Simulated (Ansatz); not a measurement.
Species: C4H4O, SMILES `C#CC(C)=O` (charge 0, multiplicity 1).

Problem. Give a relaxed geometry from PBE-D3(BJ)/def2-TZVP (Ansatz, an electronic-structure program).

Solution. the end point of this relaxation (outside a Z-matrix the atoms follow the SMILES, hydrogens last).
Cartesian coordinates (Å) in one orientation:
```xyz
9

C      2.280    -0.112    -0.075
C      1.114    -0.196     0.251
C     -0.286    -0.295     0.640
C     -1.279     0.257    -0.354
O     -0.605    -0.798     1.707
H      3.316    -0.050    -0.342
H     -1.172    -0.261    -1.319
H     -2.297     0.133     0.033
H     -1.070     1.322    -0.541
```
